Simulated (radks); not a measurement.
The numbers below are computed, except where a source is named.
Task: Species: Ga XXII. Configuration: [Ne]. Level of theory: non-relativistic Kohn-Sham, LDA (Slater exchange, Perdew-Wang correlation), spin-unpolarised, spherical densities, point nucleus (a radial shooting solver on a logarithmic mesh with Libxc functionals). Some entries of the table are withheld. Estimate them.

| orbital | occ. | eigenvalue (eV) | <1/r> (bohr^-1) | <r> (bohr) |
|---|---|---|---|---|
| 1s | 2 | (1) | 30.48 | 0.04946 |
| 2s | 2 | -2078.270 | 6.796 | (2) |
| 2p | 6 | (3) | (4) | 0.1880 |
| 3s | 0 | (5) | 2.747 | 0.5328 |
| 3p | 0 | -773.3526 | 2.701 | (6) |

Result: 
(1) 1s eigenvalue (eV): -10971.66
(2) 2s <r> (bohr): 0.2176
(3) 2p eigenvalue (eV): -1949.221
(4) 2p <1/r> (bohr^-1): 6.758
(5) 3s eigenvalue (eV): -814.1676
(6) 3p <r> (bohr): 0.5148
